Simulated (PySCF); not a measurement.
# O²⁺ (oxygen, charge +2) across methods

[He] 2s2 2p2, high-spin 3P determinant. All numbers are calculated (PySCF 2.14, the non-relativistic Hamiltonian (point nucleus), in dyall-acv3z (15s9p4d2f, 76 functions)).

```
   method  E (hartree)  mean ε 2s α (eV)  mean ε 2s β (eV)  mean ε 2p α (eV)  Σ⟨r²⟩ (bohr²)   ⟨S²⟩
CAM-B3LYP     -73.2615           -64.521           -59.208           -49.447          5.079  2.002
      LDA     -72.7086           -59.483           -55.216           -44.991          5.102  2.001
      UHF    -73.10626           -72.742           -62.332           -55.798          5.041  2.005
    B97-3     -73.2723           -63.384           -57.894           -48.027          5.038  2.002
     MN15     -73.2712           -63.137           -58.719           -48.535          5.059  2.001
      PBE     -73.2015           -59.755           -55.384           -45.066          5.077  2.001
      M06     -73.2554           -62.662           -57.737           -47.504          5.047  2.001
   r2SCAN     -73.2549           -61.177           -55.652           -46.124          5.046  2.003
```

(1) Estimate the same row for PBE0.

Results:

(1) E (hartree) = -73.2161; mean ε 2s α (eV) = -63.192; mean ε 2s β (eV) = -57.530; mean ε 2p α (eV) = -47.901; Σ⟨r²⟩ (bohr²) = 5.058; ⟨S²⟩ = 2.002.
